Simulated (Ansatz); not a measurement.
**Cost against result**

Saddle point of Si$_{3}$H$_{10}$O, closed shell (Si₂H₆ ([SiH3][SiH3]) + SiH₄O ([OH][SiH3]) → Si₂H₆O ([SiH3][O][SiH3]) + SiH₄; bonds formed: Si1–O7, Si2–H6; bonds broken: Si1–Si2, H6–O7), PBE0-D4/def2-TZVP structure:

```xyz
14
angstrom
Si -1.1924 -0.3460 0.3413
Si 0.7911 0.0359 2.1737
H -2.0005 -0.6141 -0.9085
H -1.2066 -1.6783 1.0013
H -1.9646 0.7134 1.0291
H 0.7880 0.3573 0.0593
O 0.1452 0.2262 -0.7527
Si 0.3352 0.2917 -2.4510
H 1.7434 1.1653 2.4473
H -0.2250 0.1122 3.2686
H 1.5736 -1.2159 2.4298
H -0.6831 1.2116 -2.9990
H 0.1916 -1.0745 -2.9964
H 1.7041 0.8154 -2.6431
```

Barriers are electronic and count from the start structure reached by relaxing down the imaginary mode.

Program: Ansatz 0.2.0. Basis: as named in each row. Cores are frozen in the correlated methods. B3LYP uses VWN-RPA correlation. Extrapolation: Hartree–Fock as exp(−7.88 √X), correlation as X^−2.97.

Times are rough, for one single point on 8 threads of a shared host (Arm Neoverse V1).

The estimate by CCSD(T) at an estimated basis limit (MP2 extrapolated from triple and quadruple zeta, plus CCSD(T) − MP2 in triple zeta) is 42.21 kcal/mol.

| method | basis | time (s) | barrier (kcal/mol) | method less estimate |
| --- | --- | --- | --- | --- |
| HF | STO-3G | under 1 | 69.15 | 26.94 |
| PBE-D4 | STO-3G | under 1 | 31.46 | -10.74 |
| SPW92 | def2-SVP | under 1 | 27.80 | -14.40 |
| B3LYP-D4 | 6-31G | under 1 | 35.80 | -6.41 |
| PBE-D4 | def2-SVP | under 1 | 35.10 | -7.11 |
| PBE0-D4 | def2-SVP | under 1 | 39.36 | -2.85 |
| SPW92 | def2-TZVPP | 1 | 27.93 | -14.27 |
| PBE-D4 | def2-TZVPP | 2 | 34.76 | -7.45 |
| BLYP-D4 | def2-TZVPP | 2 | 37.91 | -4.29 |
| B3LYP-D4 | def2-TZVPP | 2 | 40.74 | -1.47 |
| BHLYP-D4 | def2-TZVPP | 2 | 45.03 | 2.82 |
| PBE0-D4 | def2-TZVPP | 2 | 38.55 | -3.66 |
| CAM-B3LYP-D4 | def2-TZVPP | 2 | 42.33 | 0.12 |
| wB97M-V | def2-SVP | 3 | 40.57 | -1.63 |
| CCSD(T) | def2-SVP | 3 | 46.89 | 4.69 |
| r2SCAN-D4 | def2-TZVPP | 3 | 37.97 | -4.23 |
| r2SCAN0-D4 | def2-TZVPP | 4 | 40.25 | -1.95 |
| RPA on PBE | def2-TZVPP | 4 | 43.14 | 0.94 |
| B2PLYP | def2-TZVPP | 4 | 42.01 | -0.20 |
| PBE-QIDH | def2-TZVPP | 4 | 41.23 | -0.98 |
| wB97X-V | def2-TZVPP | 6 | 43.36 | 1.15 |
| B97M-V | def2-TZVPP | 6 | 40.84 | -1.37 |
| wB97M-V | def2-TZVPP | 6 | 40.59 | -1.62 |
| MP2 | def2-QZVPP | 18 | 41.20 | -1.00 |
| CCSD(T) | def2-TZVPP | 130 | 42.60 | 0.39 |

All methods are single points on the PBE0-D4 structures.

No T1 diagnostic of these runs exceeds 0.014.

Labels in which every atom is bracketed show which atoms are joined, not bond orders.
